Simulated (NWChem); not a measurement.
System: HSO3, doublet; SMILES O=[S](=O)O

Parts of the log:

```
             Northwest Computational Chemistry Package (NWChem) 7.3.0
             --------------------------------------------------------

 C1  symmetry detected

                             Geometry "geometry" -> ""
                             -------------------------

 Output coordinates in angstroms (scale by  1.889725989 to convert to a.u.)

  No.       Tag          Charge          X              Y              Z
 ---- ---------------- ---------- -------------- -------------- --------------
    1 O                    8.0000     1.08426325    -0.95649311     0.18993008
    2 S                   16.0000     0.13489050     0.06879665    -0.25888749
    3 O                    8.0000     0.18647960     1.45472129     0.19414824
    4 O                    8.0000    -1.37189730    -0.45724315     0.11785821
    5 H                    1.0000    -1.34901237    -1.42862660     0.12670761

 Effective nuclear repulsion energy (a.u.)     185.5872558716

  pbe96 is a nonlocal functional; adding pw91lda local functional.

                                 NWChem DFT Module
                                 -----------------

 Summary of "ao basis" -> "ao basis" (spherical)
 ------------------------------------------------------------------------------
       Tag                 Description            Shells   Functions and Types
 ---------------- ------------------------------  ------  ---------------------
 O                          6-31+g*                  8       18   4s3p1d
 S                          6-31+g*                 10       22   5s4p1d
 H                          6-31+g*                  2        2   2s

            General Information
            -------------------
          SCF calculation type: DFT
          Wavefunction type:  spin polarized.
          No. of atoms     :     5
          No. of electrons :    41
           Alpha electrons :    21
            Beta electrons :    20
          Charge           :     0
          Spin multiplicity:     2
          Use of symmetry is: off; symmetry adaption is: off
          Maximum number of iterations: 150
          AO basis - number of functions:    78
                     number of shells:    36
          Convergence on energy requested:  1.00D-06
          Convergence on density requested:  1.00D-05
          Convergence on gradient requested:  5.00D-04

              XC Information
              --------------
          PerdewBurkeErnzerhof Exchange Functional  1.000
            Perdew 1991 LDA Correlation Functional  1.000 local
           PerdewBurkeErnz. Correlation Functional  1.000 non-local

             Grid Information
             ----------------
          Grid used for XC integration:  medium
          Radial quadrature: Mura-Knowles
          Angular quadrature: Lebedev.
          Tag              B.-S. Rad. Rad. Pts. Rad. Cut. Ang. Pts.
          ---              ---------- --------- --------- ---------
          O                   0.60       49          10.0       434
          S                   1.00       88           9.0       590
          H                   0.35       45          10.0       434
          Grid pruning is: on
          Number of quadrature shells:   280
          Spatial weights used:  Erf1

      Superposition of Atomic Density Guess
      -------------------------------------

 Sum of atomic energies:        -622.22470812

      Non-variational initial energy
      ------------------------------

 Total energy =    -623.559834
 1-e energy   =   -1228.488598
 2-e energy   =     419.341508
 HOMO         =      -0.220699
 LUMO         =       0.051949

   convergence    iter        energy       DeltaE   RMS-Dens  Diis-err
 ---------------- ----- ----------------- --------- --------- ---------
 d= 0,ls=0.0,diis     1   -623.7633884162 -8.09D+02  2.62D-02  4.47D-01
                                                     2.43D-02  4.59D-01
 d= 0,ls=0.0,diis     2   -622.8811589935  8.82D-01  1.99D-02  2.73D+00
                                                     1.86D-02  2.54D+00
 d= 0,ls=0.0,diis     3   -623.9201585163 -1.04D+00  4.95D-03  1.24D-01
                                                     5.15D-03  1.26D-01
 d= 0,ls=0.0,diis     4   -623.9504348429 -3.03D-02  2.37D-03  5.48D-02
                                                     2.37D-03  5.45D-02
 d= 0,ls=0.0,diis     5   -623.9697158185 -1.93D-02  1.26D-03  7.59D-03
                                                     1.30D-03  7.39D-03
  Resetting Diis
 d= 0,ls=0.0,diis     6   -623.9712748304 -1.56D-03  5.45D-04  3.99D-03
                                                     5.82D-04  4.01D-03
 d= 0,ls=0.0,diis     7   -623.9729108884 -1.64D-03  1.57D-04  2.98D-05
                                                     1.34D-04  3.16D-05
 d= 0,ls=0.0,diis     8   -623.9728850211  2.59D-05  1.11D-04  9.97D-05
                                                     1.11D-04  9.80D-05
 d= 0,ls=0.0,diis     9   -623.9729162682 -3.12D-05  4.69D-05  2.23D-05
                                                     4.79D-05  2.16D-05
 d= 0,ls=0.0,diis    10   -623.9729250623 -8.79D-06  1.43D-05  1.28D-06
                                                     1.50D-05  1.34D-06
 d= 0,ls=0.0,diis    11   -623.9729255047 -4.42D-07  5.95D-06  2.39D-07
                                                     7.88D-06  2.99D-07

         Total DFT energy =     -623.972925504723
      One electron energy =    -1227.712116643146
           Coulomb energy =      469.570901018201
    Exchange-Corr. energy =      -51.418965751418
 Nuclear repulsion energy =      185.587255871640

 Numeric. integr. density =       40.999994755252

                    DFT Final Alpha Molecular Orbital Analysis
                    ------------------------------------------

 Vector   19  Occ=1.000000D+00  E=-3.329462D-01
              MO Center=  5.1D-01, -1.9D-01,  9.4D-02, r^2= 2.4D+00
   Bfn.  Coefficient  Atom+Function         Bfn.  Coefficient  Atom+Function
  ----- ------------  ---------------      ----- ------------  ---------------
     5      0.386650  1 O  pz                45     -0.318710  3 O  pz
     3     -0.306960  1 O  px                 9      0.254526  1 O  pz
    49     -0.207062  3 O  pz                 7     -0.203144  1 O  px
    61     -0.174335  4 O  px                63     -0.145906  4 O  pz
    44      0.138572  3 O  py                65     -0.116520  4 O  px

 Vector   20  Occ=1.000000D+00  E=-3.124114D-01
              MO Center=  4.5D-01,  7.3D-02,  1.5D-01, r^2= 2.5D+00
   Bfn.  Coefficient  Atom+Function         Bfn.  Coefficient  Atom+Function
  ----- ------------  ---------------      ----- ------------  ---------------
    43     -0.389758  3 O  px                 4      0.375934  1 O  py
     3      0.276977  1 O  px                47     -0.256678  3 O  px
     8      0.248250  1 O  py                 7      0.183993  1 O  px
    44      0.163902  3 O  py                30      0.147882  2 S  py
    61      0.133423  4 O  px                62     -0.122112  4 O  py

 Vector   21  Occ=1.000000D+00  E=-2.536206D-01
              MO Center=  1.3D-01,  7.0D-02, -1.7D-01, r^2= 2.4D+00
   Bfn.  Coefficient  Atom+Function         Bfn.  Coefficient  Atom+Function
  ----- ------------  ---------------      ----- ------------  ---------------
    28      0.785475  2 S  s                 27     -0.379921  2 S  pz
    45      0.346763  3 O  pz                 5      0.341550  1 O  pz
    49      0.246557  3 O  pz                 9      0.241393  1 O  pz
    63      0.223679  4 O  pz                24      0.220058  2 S  s
    32      0.216031  2 S  s                 61     -0.173030  4 O  px

[...]

                                NWChem TDDFT Module
                                -------------------

            General Information
            -------------------
           No. of orbitals :     156
            Alpha orbitals :      78
             Beta orbitals :      78
        Alpha frozen cores :       0
         Beta frozen cores :       0
     Alpha frozen virtuals :       0
      Beta frozen virtuals :       0
         Spin multiplicity :       2
    Number of AO functions :      78
        Use of symmetry is : off
      Symmetry adaption is : off
         Schwarz screening :  0.10D-07

              XC Information
              --------------
   PerdewBurkeErnzerhof Exchange Functional   1.00
     Perdew 1991 LDA Correlation Functional   1.00 local
    PerdewBurkeErnz. Correlation Functional   1.00 non-local

             TDDFT Information
             -----------------
          Calculation type : Tamm-Dancoff TDDFT
         Wavefunction type : Unrestricted
          No. of electrons :      41
           Alpha electrons :      21
            Beta electrons :      20
              No. of roots :       6
          Max subspacesize :    5200
            Max iterations :     100
               Target root :       1
           Target symmetry : none
      Symmetry restriction : off
                 Algorithm : Optimal
        Davidson threshold :  0.10D-03

    6 smallest eigenvalue differences (eV)
--------------------------------------------------------
  No. Spin  Occ  Vir  Irrep   E(Occ)    E(Vir)   E(Diff)
--------------------------------------------------------
    1    2   20   21 a        -0.306    -0.211     2.583
    2    2   19   21 a        -0.317    -0.211     2.883
    3    2   18   21 a        -0.332    -0.211     3.276
    4    2   17   21 a        -0.349    -0.211     3.743
    5    2   16   21 a        -0.418    -0.211     5.616
    6    1   21   22 a        -0.254    -0.042     5.748
--------------------------------------------------------

  Entering Davidson iterations
  Unrestricted

  Iter   NTrls   NConv    DeltaV     DeltaE      Time
  ----  ------  ------  ---------  ---------  ---------
    1      6       0     0.20E+00   0.10+100        3.0
    2     12       0     0.41E-01   0.27E-01        3.3
    3     18       0     0.71E-02   0.17E-02        2.5
    4     24       0     0.12E-02   0.63E-04        2.5
    5     30       3     0.18E-03   0.16E-05        2.4
    6     33       6     0.51E-04   0.37E-07        1.7
  ----  ------  ------  ---------  ---------  ---------
  Convergence criterion met

  Ground state a        -623.972925504723 a.u.
  <S2> =   0.7517

  ----------------------------------------------------------------------------
  Root   1         a              0.093066758 a.u.                2.5325 eV
  <S2> =   0.7549
  ----------------------------------------------------------------------------
     Transition Moments    X  0.03005   Y  0.01596   Z -0.01508
     Dipole Oscillator Strength                    0.0000859574
     Electric Quadrupole                           0.0000000001
     Magnetic Dipole                               0.0000000312
     Total Oscillator Strength                     0.0000859887

     Occ.   19 beta  a   ---  Virt.   21 beta  a        0.05955
     Occ.   20 beta  a   ---  Virt.   21 beta  a       -0.99723
  ----------------------------------------------------------------------------
  Root   2         a              0.116009529 a.u.                3.1568 eV
  <S2> =   0.7554
  ----------------------------------------------------------------------------
     Transition Moments    X  0.10371   Y -0.32958   Z  0.01502
     Dipole Oscillator Strength                    0.0092498703
     Electric Quadrupole                           0.0000000037
     Magnetic Dipole                               0.0000000586
     Total Oscillator Strength                     0.0092499325

     Occ.   19 alpha a   ---  Virt.   22 alpha a       -0.06447
     Occ.   20 alpha a   ---  Virt.   23 alpha a       -0.05499
     Occ.   21 alpha a   ---  Virt.   25 alpha a       -0.05198
     Occ.   16 beta  a   ---  Virt.   21 beta  a       -0.07178
     Occ.   17 beta  a   ---  Virt.   21 beta  a        0.08564
     Occ.   18 beta  a   ---  Virt.   21 beta  a        0.43151
     Occ.   19 beta  a   ---  Virt.   21 beta  a       -0.87675
  ----------------------------------------------------------------------------
  Root   3         a              0.121469551 a.u.                3.3054 eV
  <S2> =   0.7554
  ----------------------------------------------------------------------------
     Transition Moments    X -0.05362   Y  0.25469   Z  0.01428
     Dipole Oscillator Strength                    0.0055022725
     Electric Quadrupole                           0.0000000028
     Magnetic Dipole                               0.0000000950
     Total Oscillator Strength                     0.0055023702

     Occ.   16 beta  a   ---  Virt.   21 beta  a        0.05011
     Occ.   17 beta  a   ---  Virt.   21 beta  a        0.14623
     Occ.   18 beta  a   ---  Virt.   21 beta  a        0.88309
     Occ.   19 beta  a   ---  Virt.   21 beta  a        0.41985
  ----------------------------------------------------------------------------
  Root   4         a              0.145898878 a.u.                3.9701 eV
  <S2> =   0.7569
  ----------------------------------------------------------------------------
     Transition Moments    X  0.44848   Y  0.13459   Z  0.04523
     Dipole Oscillator Strength                    0.0215242554
     Electric Quadrupole                           0.0000000130
     Magnetic Dipole                               0.0000002202
     Total Oscillator Strength                     0.0215244886

     Occ.   17 alpha a   ---  Virt.   23 alpha a        0.05568
     Occ.   21 alpha a   ---  Virt.   22 alpha a       -0.10447
     Occ.   21 alpha a   ---  Virt.   23 alpha a        0.07027
     Occ.   17 beta  a   ---  Virt.   21 beta  a       -0.96425
     Occ.   18 beta  a   ---  Virt.   21 beta  a        0.15745
  ----------------------------------------------------------------------------
  Root   5         a              0.209460568 a.u.                5.6997 eV
  <S2> =   0.7617
  ----------------------------------------------------------------------------
     Transition Moments    X  0.05216   Y -0.29274   Z  0.02756
     Dipole Oscillator Strength                    0.0124529300
     Electric Quadrupole                           0.0000000275
     Magnetic Dipole                               0.0000006110
     Total Oscillator Strength                     0.0124535685

     Occ.   19 alpha a   ---  Virt.   22 alpha a       -0.07142
     Occ.   20 alpha a   ---  Virt.   22 alpha a        0.06807
     Occ.   20 alpha a   ---  Virt.   23 alpha a       -0.08466
     Occ.   21 alpha a   ---  Virt.   22 alpha a       -0.30301
     Occ.   21 alpha a   ---  Virt.   25 alpha a       -0.05488
     Occ.   14 beta  a   ---  Virt.   21 beta  a        0.07264
     Occ.   16 beta  a   ---  Virt.   21 beta  a        0.92885
  ----------------------------------------------------------------------------
  Root   6         a              0.214763344 a.u.                5.8440 eV
  <S2> =   0.7578
  ----------------------------------------------------------------------------
     Transition Moments    X  0.37510   Y  0.13331   Z -0.08938
     Dipole Oscillator Strength                    0.0238335518
     Electric Quadrupole                           0.0000000240
     Magnetic Dipole                               0.0000003234
     Total Oscillator Strength                     0.0238338992

     Occ.   21 alpha a   ---  Virt.   22 alpha a        0.92827
     Occ.   21 alpha a   ---  Virt.   23 alpha a        0.13624
     Occ.   15 beta  a   ---  Virt.   21 beta  a       -0.07145
     Occ.   16 beta  a   ---  Virt.   21 beta  a        0.29243
     Occ.   17 beta  a   ---  Virt.   21 beta  a       -0.07843

              Target root =      1
          Target symmetry = none
      Ground state energy =   -623.972925504723
        Excitation energy =      0.093066757619
     Excited state energy =   -623.879858747104

  stored tddft:energy   -623.87985874710375
```

Level: PBE/6-31+G* (spherical d), spin-unrestricted, TDA. The geometry was optimised at PBE0/def2-SVP, spin-unrestricted. No stability test was run on the SCF state.

Reconstruct the input file.

This is not unique; one that fits is the input that was run:
```
start job
memory heap 200 mb stack 900 mb global 1100 mb
geometry units angstroms noautoz
  O      1.429992     0.173646     0.195745
  S      0.032795     0.127965    -0.251154
  O     -0.975089     1.087699     0.186762
  O     -0.564406    -1.345409     0.150822
  H      0.181212    -1.968221     0.169446
end
basis spherical
  O library 6-31+g*
  S library 6-31+g*
  H library 6-31+g*
end
dft
  odft
  mult 2
  xc xpbe96 cpbe96
  iterations 150
end
tddft
  cis
  nroots 6
end
task tddft energy
```
